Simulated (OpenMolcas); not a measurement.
**TaF5 (tantalum pentafluoride): a line through the functionals**

TaF5 has 6 atoms, charge 0, and is taken as a singlet. As SMILES, `F[Ta](F)(F)(F)F`. The coordinates come from a PBE0-D4/def2-TZVP relaxation.

The vertical ionisation energy (to the doublet cation) y, in eV, basis def2-SVP with a core potential; a is the functional's share of exact exchange. Programs: OpenMolcas 26.06.

| functional | program | a | y (eV) |
| --- | --- | --- | --- |
| PBE | OpenMolcas | 0 | 13.52 |
| r2SCAN | OpenMolcas | 0 | 14.04 |
| B3LYP | OpenMolcas | 0.2 | 14.49 |
| PBE0 | OpenMolcas | 0.25 | ? |
| BHLYP | OpenMolcas | 0.5 | 15.40 |

**Question.** Fit y = c + s·a to the known rows and predict PBE0.

**Answer.** 
1. Means of the 4 rows: a = 0.1750, y = 14.363.
2. Σ(Δa)² = 0.1675, Σ(Δa·Δy) = 0.54425, so the slope is 0.54425/0.1675 = 3.2493.
3. Intercept: 14.363 − (3.2493) × 0.1750 = 13.794. The largest residual of the fit is 0.27.
4. PBE0: 13.794 + (3.2493) × 0.25 = 14.61 eV.

The run gave 14.65 eV, so the prediction is off by -0.04 eV, within the largest residual. The rows mix families of semi-local functionals, which the line can't see. Spin-orbit coupling is left out.
